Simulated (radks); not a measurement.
Valence configurations of neutral tantalum (all share [Xe]). All-electron calculation, scalar-relativistic Kohn-Sham, BLYP, spin-polarised, spherical densities, point nucleus; open shells are filled with parallel spins first (spin-orbit coupling, left out, can overturn this in heavy ions). Program: a radial shooting solver on a logarithmic mesh with Libxc functionals. Energies are relative to 4f14 5d3 6s2; eigenvalues in eV for spin up.

valence               E (eV)  moment (Bohr magnetons)    e(4f)   e(5d)   e(6p)   e(6s)
4f14 5d3 6s2           0.000                        3  -24.288  -3.941       -  -5.630
4f14 5d4 6s1           0.764                        5  -22.358  -3.005       -  -5.303
4f14 5d2.5 6s2 6p0.5   1.452                        3  -26.151  -5.197  -1.916  -6.436
4f14 5d3 6s1 6p1       3.126                        5  -25.668  -5.260  -2.220  -6.787
4f14 5d2 6s2 6p1       3.289                        3  -28.078  -6.459  -2.393  -7.211
4f13.5 5d3 6s2 6p0.5  12.643                        4  -30.560  -5.879  -1.939  -6.594
4f13.5 5d3 6s1 6p1.5  16.030                        6  -31.871  -7.122  -2.686  -7.668
4f13 5d5 6s1          23.074                        7  -30.776  -3.869       -  -5.380
4f13 5d4 6s2          23.383                        5  -33.070  -5.140       -  -5.863
4f13 5d3 6s2 6p1      27.988                        5  -37.166  -7.956  -2.459  -7.557

NIST lists [Xe] 4f14 5d3 6s2 as the ground configuration; this level of theory agrees among the configurations tried. The energies are those of spherical high-spin densities, not of single terms.
